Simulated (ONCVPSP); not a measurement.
Which change was made? (Si, ONCV)

ONCVPSP 4.0.1 input, shortened (lines: element, Z, core and valence counts, functional; n l f; lmax; l rc ep ncon nbas qcut; lloc lpopt rc5 dvloc0; l nproj debl; icmod fcfact rcfact), PBE, scalar-relativistic:

```
  Si 14.00    1    4        4      upf
    1    0    2.00
    2    0    2.00
    2    1    6.00
    3    0    2.00
    3    1    1.00
    1
    0    1.10    0.00    3    8   12.30
    1    0.75    0.00    5    9   18.60
    4    3    0.55    0.00
    0    2    3.10
    1    2    2.70
    0    0.00    0.00
```

Cutoffs, loose and tight: the cutoffs (Ha) at which the residual kinetic energy of the hardest occupied pseudo-wave falls to 1 and 0.1 mHa per electron. They do not see the model core or the augmentation charge, which bear on the density cutoff. Test errors are all-electron minus pseudo excitation energies from the reference, over the configurations 2s2 2p6 3s2 3p2; 2s2 2p6 3s2 3p0; 2s2 2p6 3s1 3p0; 2s2 2p6 3s1 3p3; variants that change the core or the reference have their own tests.

The base gives: outcome: generated; cutoff, loose: 144 Ha; cutoff, tight: 163 Ha; bound ghosts: none; GHOST(+) flags above zero: none; largest test error (meV): -1.7.

Q: After one change the result is: outcome: generated; cutoff, loose: 451 Ha; cutoff, tight: 501 Ha; bound ghosts: none; GHOST(+) flags above zero: none; largest test error (meV): -1.2. Which change was it?
A. p: qcut 11.5
B. p: qcut 26.4
C. p: qcut 14.8

A: A. The others give: p: qcut 14.8 → outcome: generated; cutoff, loose: 236 Ha; cutoff, tight: 446 Ha; bound ghosts: none; GHOST(+) flags above zero: none; largest test error (meV): -1.5 | p: qcut 26.4 → outcome: generated; cutoff, loose: 184 Ha; cutoff, tight: 215 Ha; bound ghosts: none; GHOST(+) flags above zero: none; largest test error (meV): -1.8.
